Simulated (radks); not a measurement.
Results of a calculation; reference values are marked as such.
Species: O. Configuration: 1s1.5 2s2 2p4 3p0.5 (fractional occupations, a model configuration). Code: a radial shooting solver on a logarithmic mesh with Libxc functionals. Model: non-relativistic Kohn-Sham, exchange-only r2SCAN, spin-unpolarised, spherical densities, point nucleus; meta-GGA in the generalised Kohn-Sham scheme. Some entries of the table are withheld. Estimate them.

orbital,occ.,eigenvalue (Ry),r(max) (bohr),<r> (bohr)
1s,1.5,(1),0.1278,0.1957
2s,2,-2.39053,(2),(3)
2p,4,-1.17148,(4),(5)
3s,0,-0.08789,5.025,6.753
3p,0.5,-0.03069,(6),10.71

Answer. 
(1) 1s eigenvalue (Ry): -40.93055
(2) 2s r(max) (bohr): 0.8322
(3) 2s <r> (bohr): 1.072
(4) 2p r(max) (bohr): 0.7546
(5) 2p <r> (bohr): 1.105
(6) 3p r(max) (bohr): 8.734
